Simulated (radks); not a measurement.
Values are calculated unless marked as measured or tabulated.
Minus the highest occupied eigenvalue as an estimate of the ionisation energy, Ni to Ni19+. The LB94 potential has the -1/r tail that LDA and GGA lack but no energy functional. Code: a radial shooting solver on a logarithmic mesh with Libxc functionals. Model: Dirac Kohn-Sham, LB94 model potential, spin-unpolarised, spherical densities, finite nucleus; open shells fill j = l - 1/2 first; Fermi nuclear charge, rms radius 3.7757 fm.

species,configuration,HOMO,-e(HOMO) (eV),<r> (bohr),"IE, NIST (eV)",kind
Ni,[Ar] 3d8 4s2,4s1/2,9.918,2.64,7.640,exp.
Ni+,[Ar] 3d9,3d5/2,20.589,1.04,18.169,exp.
Ni2+,[Ar] 3d8,3d5/2,37.531,0.956,35.19,exp.
Ni3+,[Ar] 3d7,3d5/2,57.305,0.890,54.9,semi-emp.
Ni4+,[Ar] 3d6,3d5/2,79.528,0.837,76.1,semi-emp.
Ni5+,[Ar] 3d5,3d5/2,103.96,0.794,108,semi-emp.
Ni6+,[Ar] 3d4,3d3/2,130.80,0.754,132,theory
Ni7+,[Ar] 3d3,3d3/2,159.27,0.721,162,theory
Ni8+,[Ar] 3d2,3d3/2,189.58,0.693,193.2,semi-emp.
Ni9+,[Ar] 3d1,3d3/2,221.68,0.667,224.7,semi-emp.
Ni10+,[Ar],3p3/2,317.05,0.678,320,semi-emp.
Ni11+,[Ne] 3s2 3p5,3p3/2,350.43,0.665,351.6,semi-emp.
Ni12+,[Ne] 3s2 3p4,3p3/2,384.76,0.652,384.5,semi-emp.
Ni13+,[Ne] 3s2 3p3,3p3/2,420.02,0.640,429,semi-emp.
Ni14+,[Ne] 3s2 3p2,3p1/2,459.84,0.623,463,semi-emp.
Ni15+,[Ne] 3s2 3p1,3p1/2,497.19,0.611,495,semi-emp.
Ni16+,[Ne] 3s2,3s1/2,572.43,0.615,571.1,semi-emp.
Ni17+,[Ne] 3s1,3s1/2,610.57,0.605,607.02,semi-emp.
Ni18+,[Ne],2p3/2,1524.3,0.212,1540.1,exp.
Ni19+,[He] 2s2 2p5,2p3/2,1632.4,0.208,1646,semi-emp.

Reference values: NIST Atomic Spectra Database (exp. = measured, semi-emp. = semi-empirical, theory = theoretical value adopted there). Spin polarisation and multiplet splitting are left out.

Beside tabulated values, note that spin-unpolarised runs miss the spin-polarisation part of the exchange energy of open shells.
